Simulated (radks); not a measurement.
Q: The selenium ion Se6+ is in [Ar] 3d10. Calculated with a radial shooting solver on a logarithmic mesh with Libxc functionals: Dirac Kohn-Sham, BLYP, spin-unpolarised, spherical densities, finite nucleus; Fermi nuclear charge, rms radius of each element as measured or else 0.836 A^(1/3) + 0.57 fm. Sub-shells are occupied by j as written (lower j first in brackets). One electron is removed from 3p1/2, 3d3/2, 3p3/2, 3d5/2 in turn, with full relaxation. Which removal costs least, and what does each cost?

A: 3d5/2 155.17 eV; 3d3/2 156.15 eV; 3p3/2 254.23 eV; 3p1/2 260.33 eV. The 3d5/2 electron leaves first.
